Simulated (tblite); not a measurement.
Species: C₂H₁₀F₂Ge₂Si.
Cartesian coordinates in Å at the GFN2-xTB level; atoms count from 1:
```
atom  x, y, z in Å
C1     0.990   -0.765   -1.637
Ge2    0.069   -0.025   -0.031
Ge3   -2.215   -0.842   -0.079
C4    -0.051    1.963   -0.349
F5     0.466    2.580    0.784
Si6    1.313   -0.256    1.961
F7     1.708   -1.822    2.007
H8     1.094   -1.843   -1.556
H9     0.424   -0.546   -2.540
H10    1.984   -0.336   -1.743
H11   -2.392   -2.172   -0.754
H12   -3.159    0.073   -0.815
H13   -2.865   -1.023    1.263
H14    0.550    2.312   -1.191
H15   -1.071    2.335   -0.465
H16    0.551   -0.049    3.184
H17    2.597    0.429    1.951
```

Computed values, GFN2-xTB/tblite, gas phase, harmonic and unscaled. This tight-binding method is rough: wavenumbers can miss measured ones by several per cent, in bad cases by 10 to 20. Modes of hydrogen on germanium and silicon can be 10 to 20 % off. One conformer, not necessarily the lowest. The optimisation stopped once no atom felt more than 0.01 eV/Å.

Lowest wavenumbers of the output (negative numbers stand for imaginary wavenumbers):
```
mode    cm-1
  1     -22.0
  2      21.7
  3      25.1
  4      56.4
  5      73.6
  6      95.1
  7     111.7
  8     116.9
  9     138.0
 10     164.8
```

Problem. Is this structure a minimum?

Solution. Not by this Hessian. 1 mode is imaginary beyond 20i (22i cm⁻¹), so at this level the point lies at or near a first-order saddle. The curvature is small, so loose convergence or finite differences may be the whole cause.

Problem. Which atoms move in the imaginary mode?

Solution. 22i: F5 (alkyl fluorine) 54 %. These are shares of the mass-weighted motion.

Problem. What is the remedy?

Solution. Step along that mode in both directions, optimise again with tighter thresholds and repeat the frequencies. The zero-point energy of this point (65.7 kcal/mol) counts the 44 real modes alone, and thermal corrections from it aren't those of a minimum.
